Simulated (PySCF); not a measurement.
Job file and geometry (Å, from GFN2-xTB) of an NMR shielding run on `NCC[SiH2]F`, C2H8FNSi, GIAO PBE0/pcSseg-1 NMR shielding, non-relativistic, gas phase in PySCF 2.14.0, density-fitted response routines; density fitting, a coarse starting grid and PySCF grid level 2 are the driver's defaults:

```
$ OMP_NUM_THREADS=1 python probes_run.py task.json out

{"job": {"kind": "nmr", "xc": "PBE0", "basis": "pcSseg-1"}, "charge": 0, "multiplicity": 1}
N     -1.636196     0.706458    -0.467325
C     -1.123952    -0.593299    -0.087397
C      0.197741    -0.577854     0.705018
Si     1.660492     0.212414    -0.212147
F      1.426322     1.812086    -0.258543
H     -0.985229     1.180872    -1.083784
H     -1.753484     1.290418     0.354254
H     -0.995017    -1.178833    -1.002234
H     -1.897837    -1.082259     0.514135
H      0.028439    -0.048242     1.647335
H      0.448088    -1.605825     0.971659
H      1.716190    -0.174402    -1.614908
H      2.910054     0.058954     0.516208
```

Problem. Write the output of this run.

Solution. 
```
coarse grid: 10904 points
cycle   1  E = -524.6432140280  dE =  2.740e-01  |g| = 6.348e-01  |ddm| = 3.029e+00
cycle   2  E = -524.5841814782  dE =  5.903e-02  |g| = 9.006e-01  |ddm| = 1.177e+00
cycle   3  E = -524.7176103230  dE = -1.334e-01  |g| = 6.991e-02  |ddm| = 7.006e-01
cycle   4  E = -524.7183571036  dE = -7.468e-04  |g| = 3.067e-02  |ddm| = 7.433e-02
cycle   5  E = -524.7185496538  dE = -1.926e-04  |g| = 4.948e-03  |ddm| = 2.600e-02
cycle   6  E = -524.7185547468  dE = -5.093e-06  |g| = 8.803e-04  |ddm| = 5.364e-03
final grid: 99920 points
cycle   7  E = -524.7496682439  dE = -2.361e-05  |g| = 7.348e-03  |ddm| = 1.809e-02
cycle   8  E = -524.7496619742  dE =  6.270e-06  |g| = 9.017e-03  |ddm| = 1.349e-02
cycle   9  E = -524.7496810584  dE = -1.908e-05  |g| = 3.527e-04  |ddm| = 7.403e-03
cycle  10  E = -524.7496810745  dE = -1.613e-08  |g| = 1.668e-04  |ddm| = 3.630e-04
cycle  11  E = -524.7496810794  dE = -4.862e-09  |g| = 3.695e-05  |ddm| = 1.382e-04
cycle  12  E = -524.7496810796  dE = -2.394e-10  |g| = 6.915e-06  |ddm| = 3.470e-05
converged SCF energy = -524.7496810796

GIAO shielding tensors (ppm)
atom      isotropic    diamagn.    paramagn.     s11        s22        s33       span
  0 N      217.321     317.765    -100.445    196.697    219.003    236.262     39.565
  1 C      141.689     243.490    -101.802    119.458    144.996    160.612     41.154
  2 C      158.691     255.579     -96.888    138.428    162.151    175.496     37.068
  3 Si     332.426     877.989    -545.562    266.612    339.067    391.600    124.988
  4 F      397.450     470.912     -73.462    364.115    395.484    432.753     68.638
  5 H       30.855      32.932      -2.077     25.208     29.052     38.305     13.097
  6 H       31.114      32.650      -1.535     25.896     28.457     38.990     13.094
  7 H       28.717      30.310      -1.593     24.128     28.319     33.704      9.576
  8 H       28.421      29.419      -0.998     22.624     28.235     34.405     11.781
  9 H       30.460      32.524      -2.064     27.428     29.230     34.721      7.293
 10 H       31.111      31.667      -0.556     26.561     28.866     37.907     11.346
 11 H       26.413      29.370      -2.956     23.470     24.934     30.837      7.366
 12 H       26.350      28.425      -2.075     22.628     24.844     31.578      8.949
```

Problem. Turn these shieldings into chemical shifts. δ = σ(ref) − σ, references computed at the same level: ¹⁵N (σ = 267.73 ppm) against NH3; TMS for ¹³C (σ = 186.93 ppm), ²⁹Si (σ = 349.16 ppm), ¹H (σ = 31.72 ppm); ¹⁹F (σ = 170.95 ppm) vs CFCl3.

Solution. Averaging equivalent atoms: N 0: 50.4; C 1: 45.2; C 2: 28.2; Si 3: 16.7; F 4: -226.5; H 11/12: 5.34; H 7/8: 3.15; H 9/10: 0.93; H 5/6: 0.73 ppm. Unscaled 19F shifts against computed CFCl3 carry errors that often reach 10 to 50 ppm. Experimental scales use liquid or dissolved standards, which lie at an offset from isolated NH3 (liquid NH3: subtract about 20 ppm).

Size and cost of the density-fitted run: 132 basis functions, 14 s wall time on 1 thread of an Arm Neoverse V2, shared host; peak memory 0.62 GiB.
